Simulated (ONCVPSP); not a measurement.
## LDA (Perdew-Wang 92) ONCV dataset for W (Z = 74), scalar-relativistic all-electron reference.

ONCVPSP 4.0.1 was run on this input:

```
# ATOM AND REFERENCE CONFIGURATION
# atsym  z   nc   nv     iexc    psfile
  W 74.00   10    5  -001012      upf
#
#   n    l    f
    1    0    2.00
    2    0    2.00
    2    1    6.00
    3    0    2.00
    3    1    6.00
    3    2   10.00
    4    0    2.00
    4    1    6.00
    4    2   10.00
    4    3   14.00
    5    0    2.00
    5    1    6.00
    5    2    4.00
    6    0    1.00
    6    1    1.00
#
# PSEUDOPOTENTIAL AND OPTIMIZATION
# lmax
    2
#
#   l,   rc,      ep,       ncon, nbas, qcut
    0    1.95    0.00    4    7    7.70
    1    1.65    0.00    3    7    9.70
    2    1.85    0.00    3    6    4.60
#
# LOCAL POTENTIAL
# lloc, lpopt,  rc(5),   dvloc0
    4    2    1.05    0.00
#
# VANDERBILT-KLEINMAN-BYLANDER PROJECTORs
# l, nproj, debl
    0    2    2.20
    1    2    1.50
    2    3    1.60
#
# MODEL CORE CHARGE
# icmod, fcfact, rcfact
    0    0.00    0.00
#
# LOG DERIVATIVE ANALYSIS
# epsh1, epsh2, depsh
   -4.00    5.00    0.02
#
# OUTPUT GRID
# rlmax, drl
    6.00    0.01
#
# TEST CONFIGURATIONS
# ncnf
    4
# nvcnf
#   n    l    f
    5
    5    0    2.00
    5    1    6.00
    5    2    4.00
    6    0    2.00
    6    1    0.00
#
    5
    5    0    2.00
    5    1    6.00
    5    2    4.00
    6    0    1.00
    6    1    0.00
#
    5
    5    0    2.00
    5    1    6.00
    5    2    4.00
    6    0    0.00
    6    1    0.00
#
    5
    5    0    2.00
    5    1    6.00
    5    2    4.00
    6    0    0.00
    6    1    1.00
#
```

Command:

```bash
oncvpsp.x < W.dat > W.out
```

Output (shortened: citation, most of the input echo, consistency checks and plot data are left out):

```
ONCVPSP  (Optimized Norm-Conservinng Vanderbilt PSeudopotential)
scalar-relativistic version 4.0.1

#   n    l    f        energy (Ha)
    1    0    2.00    -2.5519222E+03
    2    0    2.00    -4.4054811E+02
    2    1    6.00    -3.8542055E+02
    3    0    2.00    -1.0148802E+02
    3    1    6.00    -8.5166034E+01
    3    2   10.00    -6.6363936E+01
    4    0    2.00    -2.0958743E+01
    4    1    6.00    -1.5602701E+01
    4    2   10.00    -8.8147755E+00
    4    3   14.00    -1.2887496E+00
    5    0    2.00    -2.9731986E+00
    5    1    6.00    -1.6533830E+00
    5    2    4.00    -2.2431842E-01
    6    0    1.00    -2.5614182E-01
    6    1    1.00    -8.2730728E-02

Reference configufation results
  iterations    31
  all-electron total energy (Ha)   -1.61329278D+04

Begin loop to  construct optimized pseudo wave functions
and semi-local pseudopoentials for all angular momenta

Calculating optimized projector #   1

 for l=   0

    Fraction of norm inside rc  0.981599
    Optimizing pswf for qcut=   7.70 a_B^-1,  ecut=  29.64 Ha
    Residual kinetic energy error=  8.68D-08 Ha

    Energy error per electron        Cutoff
         Ha          eV             Ha
         0.01000     0.27211       12.16
         0.00100     0.02721       17.12
         0.00010     0.00272       20.92
         0.00001     0.00027       23.93

Calculating optimized projector #   2

 for l=   0

    Fraction of norm inside rc  0.118403
    Optimizing pswf for qcut=   7.70 a_B^-1,  ecut=  29.64 Ha
    Residual kinetic energy error=  1.17D-07 Ha

    Energy error per electron        Cutoff
         Ha          eV             Ha
         0.01000     0.27211       10.12
         0.00100     0.02721       16.64
         0.00010     0.00272       21.13
         0.00001     0.00027       24.70

Calculating optimized projector #   1

 for l=   1

    Fraction of norm inside rc  0.834619
    Optimizing pswf for qcut=   9.71 a_B^-1,  ecut=  47.17 Ha
    Residual kinetic energy error=  7.34D-08 Ha

    Energy error per electron        Cutoff
         Ha          eV             Ha
         0.01000     0.27211       21.13
         0.00100     0.02721       28.63
         0.00010     0.00272       34.52
         0.00001     0.00027       39.08

Calculating optimized projector #   2

 for l=   1

    Fraction of norm inside rc  0.026273
    Optimizing pswf for qcut=   9.71 a_B^-1,  ecut=  47.17 Ha
    Residual kinetic energy error=  6.20D-09 Ha

    Energy error per electron        Cutoff
         Ha          eV             Ha
         0.01000     0.27211        6.34
         0.00100     0.02721       21.02
         0.00010     0.00272       28.92
         0.00001     0.00027       34.99

   Wellstate for l =  2  n =  6
     eigenvalue =   1.3757
     asymptotic potential =   1.8757
     half-point radius =  2.9116

   Wellstate for l =  2  n =  7
     eigenvalue =   2.9757
     asymptotic potential =   3.4757
     half-point radius =  3.2957

Calculating optimized projector #   1

 for l=   2

    Fraction of norm inside rc  0.506927
    Optimizing pswf for qcut=   4.59 a_B^-1,  ecut=  10.56 Ha
    Residual kinetic energy error=  5.14D-03 Ha

    Energy error per electron        Cutoff
         Ha          eV             Ha
         0.01000     0.27211        9.60
         0.00100     0.02721       20.61
         0.00010     0.00272       40.21
         0.00001     0.00027       77.74

Calculating optimized projector #   2

 for l=   2

    Fraction of norm inside rc  0.220737
    Optimizing pswf for qcut=   4.59 a_B^-1,  ecut=  10.56 Ha
    Residual kinetic energy error=  1.32D-02 Ha

    Energy error per electron        Cutoff
         Ha          eV             Ha
         0.01000     0.27211       10.93
         0.00100     0.02721       18.89
         0.00010     0.00272       36.80
         0.00001     0.00027       72.85

Calculating optimized projector #   3

 for l=   2

    Fraction of norm inside rc  0.126212
    Optimizing pswf for qcut=   4.59 a_B^-1,  ecut=  10.56 Ha
    Residual kinetic energy error=  2.48D-02 Ha

    Energy error per electron        Cutoff
         Ha          eV             Ha
         0.01000     0.27211       11.87
         0.00100     0.02721       16.29
         0.00010     0.00272       35.80
         0.00001     0.00027       58.88

Construct Vanderbilt / Kleinmman-Bylander projectors

B matrix Hermiticity error, ll=   0
   1   2    3.7652E-04

  Orthonormal projector coefficients  9.0288E+00  2.0976E+00

B matrix Hermiticity error, ll=   1
   1   2    1.2521E-04

  Orthonormal projector coefficients  8.1866E+00  1.2621E+00

B matrix Hermiticity error, ll=   2
   1   2    2.0856E-04
   1   3   -3.1643E-04
   2   3    1.7191E-04

  Orthonormal projector coefficients -1.1241E+01 -6.7945E+00  3.8067E+00

Pseudoatom total energy  -67.890526

Diagnostic tests using Vanderbilt-Kleinman-Bylander pseudopotentials
  1 or more projectors used as specified by nproj input data

   l    rcore       rmatch      e in        delta e   norm test  slope test

   0   1.9529618   2.0122580  -2.9731986   0.0000025   1.0002251   1.0002059
   0   1.9529618   2.0122580  -0.2561418   0.0000019   1.0000308   1.0000240

   1   1.6517728   1.7019242  -1.6533830  -0.0000068   1.0001559   1.0001673
   1   1.6517728   1.7019242  -0.0827307   0.0000029   1.0000700   1.0000563

   2   1.8505973   1.9067855  -0.2243184  -0.0000636   1.0000351   0.9996836
   2   1.8505973   1.9067855   1.3756816  -0.0000754   1.0003453   1.0003453
   2   1.8505973   1.9067855   2.9756816  -0.0000806   1.0001347   1.0001347

 Testing for bound ghosts
   n   l    E NL Schr. Eq   E Basis Diag.   E Cutoff

   1   0       -2.973196       -2.973186     50.19
   2   0       -0.256140       -0.238371     50.19

   2   1       -1.653390       -1.653366     81.84
   3   1       -0.082728        0.074086     81.84

   3   2       -0.224382       -0.219735     75.22

 Testing for highly-localized positive-energy ghosts
       l    <radius>/rc     E Basis Diag.   E Cutoff

       2        0.912965        7.055240     75.22  WARNING - GHOST(+)

Test configuration 0

   n   l     f        eae           eps        diff
   1   0  2.0000-2551.92215918
   2   0  2.0000 -440.54810890
   2   1  6.0000 -385.42055063
   3   0  2.0000 -101.48802045
   3   1  6.0000  -85.16603417
   3   2 10.0000  -66.36393636
   4   0  2.0000  -20.95874285
   4   1  6.0000  -15.60270073
   4   2 10.0000   -8.81477552
   4   3 14.0000   -1.28874959
   5   0  2.0000   -2.97319861   -2.97319609    2.51D-06
   5   1  6.0000   -1.65338302   -1.65338981   -6.79D-06
   5   2  4.0000   -0.22431842   -0.22438205   -6.36D-05
   6   0  1.0000   -0.25614182   -0.25613995    1.87D-06
   6   1  1.0000   -0.08273073   -0.08272778    2.94D-06

    Total energies and differences
      AE_ref= -1.61329278D+04  AE_tst= -1.61329278D+04  dif=  0.00D+00
      PS_ref= -6.78905256D+01  PS_tst= -6.78905256D+01  dif= -1.71D-13
      PSP excitation error=  1.71D-13

Test configuration 1

   n   l     f        eae           eps        diff
   1   0  2.0000-2551.86243203
   2   0  2.0000 -440.48929288
   2   1  6.0000 -385.36174998
   3   0  2.0000 -101.42896722
   3   1  6.0000  -85.10698897
   3   2 10.0000  -66.30496575
   4   0  2.0000  -20.89957174
   4   1  6.0000  -15.54354244
   4   2 10.0000   -8.75566686
   4   3 14.0000   -1.22968332
   5   0  2.0000   -2.91415101   -2.91305931    1.09D-03
   5   1  6.0000   -1.59440194   -1.59396381    4.38D-04
   5   2  4.0000   -0.17195933   -0.17202865   -6.93D-05
   6   0  2.0000   -0.21693672   -0.21693879   -2.07D-06

    Total energies and differences
      AE_ref= -1.61329278D+04  AE_tst= -1.61330958D+04  dif= -1.68D-01
      PS_ref= -6.78905256D+01  PS_tst= -6.80585574D+01  dif= -1.68D-01
      PSP excitation error=  4.35D-05

Test configuration 2

   n   l     f        eae           eps        diff
   1   0  2.0000-2552.14244452
   2   0  2.0000 -440.76739100
   2   1  6.0000 -385.63991795
   3   0  2.0000 -101.70726924
   3   1  6.0000  -85.38529202
   3   2 10.0000  -66.58312830
   4   0  2.0000  -21.17796169
   4   1  6.0000  -15.82191042
   4   2 10.0000   -9.03394633
   4   3 14.0000   -1.50789877
   5   0  2.0000   -3.19235190   -3.19256132   -2.09D-04
   5   1  6.0000   -1.87300341   -1.87308744   -8.40D-05
   5   2  4.0000   -0.44082075   -0.44091244   -9.17D-05
   6   0  1.0000   -0.45856944   -0.45854451    2.49D-05

    Total energies and differences
      AE_ref= -1.61329278D+04  AE_tst= -1.61327604D+04  dif=  1.67D-01
      PS_ref= -6.78905256D+01  PS_tst= -6.77231044D+01  dif=  1.67D-01
      PSP excitation error= -6.08D-05

Test configuration 3

   n   l     f        eae           eps        diff
   1   0  2.0000-2552.46365723
   2   0  2.0000 -441.08599442
   2   1  6.0000 -385.95862691
   3   0  2.0000 -102.02578329
   3   1  6.0000  -85.70380993
   3   2 10.0000  -66.90150957
   4   0  2.0000  -21.49653297
   4   1  6.0000  -16.14046013
   4   2 10.0000   -9.35238171
   4   3 14.0000   -1.82609655
   5   0  2.0000   -3.50978930   -3.51208668   -2.30D-03
   5   1  6.0000   -2.18986553   -2.19082980   -9.64D-04
   5   2  4.0000   -0.74222097   -0.74236106   -1.40D-04

    Total energies and differences
      AE_ref= -1.61329278D+04  AE_tst= -1.61321718D+04  dif=  7.56D-01
      PS_ref= -6.78905256D+01  PS_tst= -6.71342950D+01  dif=  7.56D-01
      PSP excitation error= -2.03D-04

Test configuration 4

   n   l     f        eae           eps        diff
   1   0  2.0000-2552.19801060
   2   0  2.0000 -440.82218712
   2   1  6.0000 -385.69466987
   3   0  2.0000 -101.76227249
   3   1  6.0000  -85.44028320
   3   2 10.0000  -66.63806455
   4   0  2.0000  -21.23310674
   4   1  6.0000  -15.87704582
   4   2 10.0000   -9.08903688
   4   3 14.0000   -1.56290618
   5   0  2.0000   -3.24713633   -3.24867441   -1.54D-03
   5   1  6.0000   -1.92726732   -1.92791824   -6.51D-04
   5   2  4.0000   -0.48775465   -0.48784856   -9.39D-05
   6   1  1.0000   -0.28560142   -0.28558165    1.98D-05

    Total energies and differences
      AE_ref= -1.61329278D+04  AE_tst= -1.61325563D+04  dif=  3.71D-01
      PS_ref= -6.78905256D+01  PS_tst= -6.75189490D+01  dif=  3.72D-01
      PSP excitation error= -1.01D-04
```

The run took about 4.6 s on one core of a shared server CPU.
